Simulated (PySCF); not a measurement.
## H₂AsN, singlet: data card

These are results of PySCF, PBE0, basis As def2-TZVP, N def2-TZVP, H def2-TZVP (no relativity, density fitting), not measurements.

The structure is a minimum.

Coordinates in bohr (charge 0 multiplicity 1):
```
As    0.0000    0.0000   -0.4372
N     0.0000    0.0000    2.6576
H     2.2684    0.0000   -2.2014
H    -2.2684    0.0000   -2.2014
```

| Property | Result |
| --- | --- |
| Point group | C2v |
| Bond lengths | As–H 1.521 Å (×2), As–N 1.638 Å |
| Bond angles | H–As–H 104.3°, H–As–N 127.9° (×2) |
| Dipole moment | 4.12 D |
| Rotational constants | 5.804, 0.4895, 0.4514 cm⁻¹ |
| Zero-point energy | 43.6 kJ/mol |
| Heat capacity Cp at 298.15 K | 47.5 J/(mol K) |
| Highest occupied level | -6.90 eV |
| Principal polarisabilities | 24.5, 34.4, 49.8 bohr³ |
| Rotational symmetry number | 2 |
| Enthalpy at 298.15 K above 0 K | 11.52 kJ/mol |
| Entropy at 298.15 K and 1 bar | 249.9 J/(mol K) |
| Atomisation energy without zero-point energy | 737 kJ/mol |
| Principal quadrupole moments (Buckingham, traceless) about the centre of mass | -4.34, 2.12, 2.22 D Å |
| Lowest empty level | -2.62 eV |

Harmonic modes (masses in u: As 74.922, N 14.003, H 1.008):
| symmetry | ω (cm⁻¹) | IR (km/mol) | μ (u) | type |
| --- | --- | --- | --- | --- |
| b1 | 342 | 6.4 | 1.12 | bend |
| b2 | 577 | 6.8 | 1.18 | bend |
| a1 | 1004 | 36.5 | 1.19 | bend |
| a1 | 1037 | 2.9 | 5.04 | mixed |
| b2 | 2164 | 139 | 1.03 | stretch |
| a1 | 2172 | 33.4 | 1.02 | stretch |

In C2v the vibrations span b1 + 2b2 + 3a1. Here b1 is antisymmetric to the molecular plane and b2 lies in it.

Charges (e):
```
atom  Mulliken  Löwdin  polar tensor  Mayer order to As1
 As1      0.28    0.49          0.55                   –
  N2     -0.43   -0.45         -0.34                2.41
H3,4      0.07   -0.02         -0.11                0.82
```

Mulliken populations on As1: s 7.53, p 14.88, d 10.28, f 0.03.

Counting electrons, arsenic keeps none of its valence electrons outside its bonds, so the VSEPR class is AX3 and the expected shape is trigonal planar; with unlike ligands the computed point group is C2v.

Other isomers or separated fragments may lie lower.

The final relaxation and frequency run took 26 s on 2 threads of a shared Arm Neoverse V1 host, with 91 basis functions and 13 gradients; the process peaked at 1.1 GiB. Launch command: `OMP_NUM_THREADS=2 python axn.py task.json out`.
